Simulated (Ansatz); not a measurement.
A single point on GeH4NS, SMILES `[NH2][GeH2][S]` radical.

```yaml
crystal:
  periodic: [false, false, false]
  atoms:
    - {symbol: N, position_ang: [-1.052194, 0.141784, -0.526371]}
    - {symbol: Ge, position_ang: [0.521784, -0.021960, 0.395561]}
    - {symbol: S, position_ang: [0.877751, -2.156040, 0.823061]}
    - {symbol: H, position_ang: [-1.392864, 1.088944, -0.618828]}
    - {symbol: H, position_ang: [-1.064846, -0.311545, -1.429101]}
    - {symbol: H, position_ang: [0.364299, 0.808958, 1.677712]}
    - {symbol: H, position_ang: [1.807369, 0.381858, -0.367733]}
basis:
  gaussian: {orbitals: def2-TZVPP}
magnetization: {spin_polarized: true, initial_magnetization: 1}
hamiltonian: {xc: pbe}
correlation: {method: rpa}
```

```sh
$ ansatz run in.yaml --threads 4 --pin off --events-out ev --progress --plain --max-ram 10444MiB
```

It prints (some lines left out):

```
Functional definition: PBE
1056 factors; integrals over basis functions are off by at most 1.0e-3 eV
mean field evaluation 1: about -68884.4792 eV, gradient 5.3e1 eV
mean field evaluation 2: about -68884.4763 eV, gradient 5.3e1 eV
mean field evaluation 4: about -68888.1497 eV, gradient 3.1e1 eV
mean field evaluation 8: about -68894.3369 eV, gradient 4.9e-1 eV
mean field evaluation 16: about -68894.3380 eV, gradient 3.3e-2 eV
mean field evaluation 64: about -68894.1675 eV, gradient 1.7e-1 eV
mean field -68894.33802078 eV, -2531.8202240041 hartree, gradient 4.9e-6 eV, S^2 0.753769; 7 other end points of the search recorded, 0 dependent functions left out
15 core orbitals not correlated: weight in the atoms' cores, before any rotation towards them, 1.000 or more for the frozen orbitals, at most 0.000 for the correlated occupied ones
reference -68835.82846601 eV, -2529.6700375255 hartree; 15, 14 occupied and 147, 148 virtual orbitals, 1056 factors
Total energy: -68863.70221373 eV, -2530.6943788608 hartree
```

Hardware: 4 threads of an AMD EPYC 9R45 on a shared host. Wall time 3.3 s, peak host memory 0.51 GiB.
